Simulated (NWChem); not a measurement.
Everything below was run with NWChem. System: HFPb, charge 1, spin multiplicity 2, at the geometry of a parent with another charge or spin, in a state set for the comparison that need not be this species' ground state. Its SCF solution wasn't tested for a lower state. Level: UPBE/def2-TZVPD with def2 effective core potentials on Pb.

The NWChem input:

```
start mol
memory heap 200 mb stack 900 mb global 1100 mb
charge 1
geometry units angstroms nocenter noautoz
  Pb    -0.151865     0.135202     0.000000
  H      1.137193     1.526168     0.000000
  F      1.257306    -1.401411     0.000000
  symmetry group Cs
end
basis spherical
  * library def2-tzvpd
end
ecp
  Pb library def2-ecp
end
dft
  xc xpbe96 cpbe96
  odft
  mult 2
  semidirect memsize 60000000 filesize 0
  iterations 100
end
task dft energy
```

NWChem printed:

```
             Northwest Computational Chemistry Package (NWChem) 7.3.0
             --------------------------------------------------------

                                NWChem Input Module
                                -------------------

 Scaling coordinates for geometry "geometry" by  1.889725989
 (inverse scale =  0.529177249)

 Turning off AUTOSYM since
 SYMMETRY directive was detected!

                             Geometry "geometry" -> ""
                             -------------------------

 Output coordinates in angstroms (scale by  1.889725989 to convert to a.u.)

  No.       Tag          Charge          X              Y              Z
 ---- ---------------- ---------- -------------- -------------- --------------
    1 Pb                  82.0000    -0.15186500     0.13520200     0.00000000
    2 H                    1.0000     1.13719300     1.52616800     0.00000000
    3 F                    9.0000     1.25730600    -1.40141100     0.00000000

 Effective nuclear repulsion energy (a.u.)     211.8185638785

            Nuclear Dipole moment (a.u.)
            ----------------------------
        X                 Y               Z
 ---------------- ---------------- ----------------
     0.0000321253     0.0000623610     0.0000000000

      Symmetry information
      --------------------

 Group name             Cs
 Group number              2
 Group order               2
 No. of unique centers     3

      Symmetry unique atoms

     1    2    3


 Summary of "ao basis" -> "" (spherical)
 ------------------------------------------------------------------------------
       Tag                 Description            Shells   Functions and Types
 ---------------- ------------------------------  ------  ---------------------
 *                         def2-tzvpd                 on all atoms

 Summary of "ao basis" -> "ao basis" (spherical)
 ------------------------------------------------------------------------------
       Tag                 Description            Shells   Functions and Types
 ---------------- ------------------------------  ------  ---------------------
 Pb                        def2-tzvpd               18       56   7s5p4d2f
 H                         def2-tzvpd                5        9   3s2p
 F                         def2-tzvpd               14       40   6s4p3d1f

 Summary of "ao basis" -> "ao basis" (spherical)
 ------------------------------------------------------------------------------
       Tag                 Description            Shells   Functions and Types
 ---------------- ------------------------------  ------  ---------------------
 Pb                        def2-tzvpd               18       56   7s5p4d2f
 H                         def2-tzvpd                5        9   3s2p
 F                         def2-tzvpd               14       40   6s4p3d1f

      Symmetry analysis of basis
      --------------------------

        a'         71
        a"         34

            General Information
            -------------------
          SCF calculation type: DFT
          Wavefunction type:  spin polarized.
          No. of atoms     :     3
          No. of electrons :    31
           Alpha electrons :    16
            Beta electrons :    15
          Charge           :     1
          Spin multiplicity:     2
          Use of symmetry is: on ; symmetry adaption is: on
          Maximum number of iterations: 100
          AO basis - number of functions:   105
                     number of shells:    37
          Convergence on energy requested:  1.00D-06
          Convergence on density requested:  1.00D-05
          Convergence on gradient requested:  5.00D-04

              XC Information
              --------------
          PerdewBurkeErnzerhof Exchange Functional  1.000
            Perdew 1991 LDA Correlation Functional  1.000 local
           PerdewBurkeErnz. Correlation Functional  1.000 non-local

             Grid Information
             ----------------
          Grid used for XC integration:  medium
          Radial quadrature: Mura-Knowles
          Angular quadrature: Lebedev.
          Tag              B.-S. Rad. Rad. Pts. Rad. Cut. Ang. Pts.
          ---              ---------- --------- --------- ---------
          Pb                  1.80      123          11.0       590
          H                   0.35       45          11.0       434
          F                   0.50       49          11.0       434
          Grid pruning is: on
          Number of quadrature shells:   217
          Spatial weights used:  Erf1

          Convergence Information
          -----------------------
          Convergence aids based upon iterative change in
          total energy or number of iterations.
          Levelshifting, if invoked, occurs when the
          HOMO/LUMO gap drops below (HL_TOL):  1.00D-02
          DIIS, if invoked, will attempt to extrapolate
          using up to (NFOCK): 10 stored Fock matrices.

                    Damping( 0%)  Levelshifting(0.5)       DIIS
                  --------------- ------------------- ---------------
          dE  on:    start            ASAP                start
          dE off:    2 iters        100 iters           100 iters

      Screening Tolerance Information
      -------------------------------
          Density screening/tol_rho:  1.00D-10
          AO Gaussian exp screening on grid/accAOfunc:  14
          CD Gaussian exp screening on grid/accCDfunc:  20
          XC Gaussian exp screening on grid/accXCfunc:  20
          Schwarz screening/accCoul:  1.00D-08

      Superposition of Atomic Density Guess
[...]
  ----- ------------  ---------------      ----- ------------  ---------------
     5      0.386015  1 Pb s                 72      0.349252  3 F  px
    58     -0.287018  2 H  s                 75      0.279096  3 F  px
     3     -0.276448  1 Pb s                  6      0.234212  1 Pb s
    11      0.204713  1 Pb px                78      0.190411  3 F  px
    14     -0.181171  1 Pb px                17     -0.177500  1 Pb px

 Vector   17  Occ=0.000000D+00  E=-3.688613D-01  Symmetry=a"
              MO Center= -1.2D-01,  1.7D-01,  5.0D-14, r^2= 2.9D+00
   Bfn.  Coefficient  Atom+Function         Bfn.  Coefficient  Atom+Function
  ----- ------------  ---------------      ----- ------------  ---------------
    19      0.607254  1 Pb pz                13     -0.467472  1 Pb pz
    16      0.416660  1 Pb pz                22      0.136872  1 Pb pz
    74     -0.132282  3 F  pz                77     -0.104274  3 F  pz
    10      0.096685  1 Pb pz                80     -0.085367  3 F  pz
    65      0.048877  2 H  pz                24     -0.030970  1 Pb d -1

 Vector   18  Occ=0.000000D+00  E=-2.891164D-01  Symmetry=a'
              MO Center= -1.3D-01,  2.2D-01, -2.5D-15, r^2= 3.7D+00
   Bfn.  Coefficient  Atom+Function         Bfn.  Coefficient  Atom+Function
  ----- ------------  ---------------      ----- ------------  ---------------
    18      0.498812  1 Pb py                17     -0.369566  1 Pb px
    12     -0.322381  1 Pb py                15      0.279835  1 Pb py
    11      0.216600  1 Pb px                21      0.215472  1 Pb py
     5     -0.194444  1 Pb s                 14     -0.180571  1 Pb px
    20     -0.147712  1 Pb px                73      0.147844  3 F  py

 Vector   19  Occ=0.000000D+00  E=-2.613277D-01  Symmetry=a'
              MO Center= -8.5D-02,  3.2D-01,  2.2D-14, r^2= 4.2D+00
   Bfn.  Coefficient  Atom+Function         Bfn.  Coefficient  Atom+Function
  ----- ------------  ---------------      ----- ------------  ---------------
    17      0.541214  1 Pb px                59     -0.474339  2 H  s
    18      0.403145  1 Pb py                 5      0.363472  1 Pb s
    58     -0.326397  2 H  s                 11     -0.302937  1 Pb px
    14      0.262642  1 Pb px                 6      0.235613  1 Pb s
    12     -0.236203  1 Pb py                 3     -0.211951  1 Pb s

                     DFT Final Beta Molecular Orbital Analysis
                     -----------------------------------------

 Vector   13  Occ=1.000000D+00  E=-5.462407D-01  Symmetry=a'
              MO Center=  9.6D-01, -7.8D-01, -9.1D-15, r^2= 2.2D+00
   Bfn.  Coefficient  Atom+Function         Bfn.  Coefficient  Atom+Function
  ----- ------------  ---------------      ----- ------------  ---------------
    72      0.349005  3 F  px                75      0.281704  3 F  px
    73     -0.253026  3 F  py                12     -0.223488  1 Pb py
    76     -0.204430  3 F  py                15      0.198530  1 Pb py
    78      0.178784  3 F  px                18      0.168410  1 Pb py
     6      0.150560  1 Pb s                 23     -0.140910  1 Pb d -2

 Vector   14  Occ=1.000000D+00  E=-5.296832D-01  Symmetry=a"
              MO Center=  1.2D+00, -1.3D+00,  9.0D-15, r^2= 7.3D-01
   Bfn.  Coefficient  Atom+Function         Bfn.  Coefficient  Atom+Function
  ----- ------------  ---------------      ----- ------------  ---------------
    74      0.489444  3 F  pz                77      0.390012  3 F  pz
    80      0.274466  3 F  pz                13     -0.098848  1 Pb pz
    16      0.087193  1 Pb pz                19      0.085159  1 Pb pz
    24      0.053168  1 Pb d -1              26      0.052550  1 Pb d  1
    83      0.037438  3 F  pz

 Vector   15  Occ=1.000000D+00  E=-5.280562D-01  Symmetry=a'
              MO Center=  1.1D+00, -1.2D+00,  2.0D-15, r^2= 1.2D+00
   Bfn.  Coefficient  Atom+Function         Bfn.  Coefficient  Atom+Function
  ----- ------------  ---------------      ----- ------------  ---------------
    73      0.392690  3 F  py                76      0.314032  3 F  py
    72      0.258722  3 F  px                79      0.216288  3 F  py
    75      0.206025  3 F  px                78      0.150058  3 F  px
     5     -0.139159  1 Pb s                 11     -0.133102  1 Pb px
    14      0.117782  1 Pb px                 3      0.106922  1 Pb s

 Vector   16  Occ=0.000000D+00  E=-4.600844D-01  Symmetry=a'
              MO Center=  3.9D-01,  4.3D-01,  2.4D-15, r^2= 3.1D+00
   Bfn.  Coefficient  Atom+Function         Bfn.  Coefficient  Atom+Function
  ----- ------------  ---------------      ----- ------------  ---------------
     5      0.325415  1 Pb s                 58     -0.283020  2 H  s
    11      0.265084  1 Pb px                17     -0.265107  1 Pb px
     3     -0.236266  1 Pb s                 14     -0.234037  1 Pb px
    72      0.199245  3 F  px                 6      0.193739  1 Pb s
    59     -0.180652  2 H  s                 18     -0.171221  1 Pb py

 Vector   17  Occ=0.000000D+00  E=-3.623332D-01  Symmetry=a"
              MO Center= -1.1D-01,  1.7D-01,  8.9D-15, r^2= 2.9D+00
   Bfn.  Coefficient  Atom+Function         Bfn.  Coefficient  Atom+Function
  ----- ------------  ---------------      ----- ------------  ---------------
    19      0.612802  1 Pb pz                13     -0.468055  1 Pb pz
    16      0.416540  1 Pb pz                22      0.146491  1 Pb pz
    74     -0.132832  3 F  pz                77     -0.105012  3 F  pz
    10      0.096792  1 Pb pz                80     -0.086512  3 F  pz
    24     -0.036775  1 Pb d -1              34      0.034830  1 Pb d -1

 Vector   18  Occ=0.000000D+00  E=-2.818452D-01  Symmetry=a'
              MO Center= -1.1D-01,  2.2D-01, -1.8D-15, r^2= 3.7D+00
   Bfn.  Coefficient  Atom+Function         Bfn.  Coefficient  Atom+Function
  ----- ------------  ---------------      ----- ------------  ---------------
    18      0.484330  1 Pb py                17     -0.403765  1 Pb px
    12     -0.304112  1 Pb py                15      0.259905  1 Pb py
    11      0.239362  1 Pb px                21      0.223368  1 Pb py
     5     -0.210364  1 Pb s                 14     -0.201850  1 Pb px
    20     -0.174235  1 Pb px                70      0.155734  3 F  s

   alpha - beta orbital overlaps
   -----------------------------

   alpha      1      2      3      4      5      6      7      8      9     10
    beta      1      2      3      4      5      6      7      8      9     10
 overlap   1.000  1.000  1.000  0.998  0.998  1.000  0.995  0.997  0.997  0.999

   alpha     11     12     13     14     15     16     17     18     19     20
    beta     11     12     13     15     14     16     17     18     19     20
 overlap   0.994  0.994  0.847  0.911  1.000  0.910  1.000  0.998  0.982  0.992

   alpha     21     22     23     24     25     26     27     28     29     30
    beta     21     22     24     23     25     26     27     28     29     30
 overlap   0.995  0.989  0.979  0.997  0.989  0.997  0.995  0.986  0.949  0.972

   alpha     31     32     33     34     35     36     37     38     39     40
    beta     31     33     32     34     36     35     37     38     39     40
 overlap   0.971  0.960  0.981  0.894  0.974  0.980  0.878  0.975  0.985  0.970

   alpha     41     42     43     44     45     46     47     48     49     50
    beta     41     43     42     44     45     46     48     47     49     50
 overlap   0.932  0.957  1.000  0.994  1.000  0.995  0.995  0.999  0.996  0.946

   alpha     51     52     53     54     55     56     57     58     59     60
    beta     51     53     52     54     55     56     57     58     59     60
 overlap   0.999  0.827  0.850  0.998  1.000  0.991  0.993  1.000  0.986  0.986

   alpha     61     62     63     64     65     66     67     68     69     70
    beta     61     62     64     63     65     66     67     68     69     70
 overlap   0.999  0.991  0.994  0.999  1.000  0.995  0.998  0.992  0.979  1.000

   alpha     71     72     73     74     75     76     77     78     79     80
    beta     71     72     73     74     75     76     77     78     79     80
 overlap   0.996  0.995  0.984  0.998  0.988  0.995  0.999  0.999  0.999  0.998

   alpha     81     82     83     84     85     86     87     88     89     90
    beta     81     82     83     84     85     86     87     88     89     90
 overlap   0.965  0.966  0.998  1.000  1.000  1.000  1.000  0.888  0.870  0.886

   alpha     91     92     93     94     95     96     97     98     99    100
    beta     91     93     92     94     95     96     97     98     99    100
 overlap   0.869  0.994  0.994  0.998  0.987  0.986  0.987  0.987  0.999  1.000

   alpha    101    102    103    104    105
    beta    101    102    103    104    105
 overlap   1.000  1.000  1.000  1.000  1.000

     --------------------------
     Expectation value of S2:
     --------------------------
      <S2> =      0.7565 (Exact =     0.7500)

 center of mass
 --------------
 x =  -0.05430448 y =   0.02513521 z =   0.00000000

 moments of inertia (a.u.)
 ------------------
         155.058349958079         128.234161718957           0.000000000000
         128.234161718957         128.360618529982           0.000000000000
           0.000000000000           0.000000000000         283.418968488062

     Multipole analysis of the density
     ---------------------------------

     L   x y z        total         alpha         beta         nuclear
     -   - - -        -----         -----         ----         -------
     0   0 0 0      1.000000    -16.000000    -15.000000     32.000000

     1   1 0 0     -0.762269     -9.516412     -8.464883     17.219026
     1   0 1 0      1.293698      7.731500      8.891820    -15.329622
     1   0 0 1     -0.000000     -0.000000     -0.000000      0.000000

     2   2 0 0    -21.219665    -41.985030    -36.471507     57.236872
     2   1 1 0      2.653993     25.883770     28.815588    -52.045364
     2   1 0 1     -0.000000     -0.000000      0.000000      0.000000
     2   0 2 0    -21.357410    -50.471580    -43.760234     72.874405
     2   0 1 1      0.000000      0.000000     -0.000000      0.000000
     2   0 0 2    -19.358223    -10.158485     -9.199737      0.000000

 Task  times  cpu:        8.4s     wall:        8.4s

 Total times  cpu:        8.5s     wall:        8.5s
```
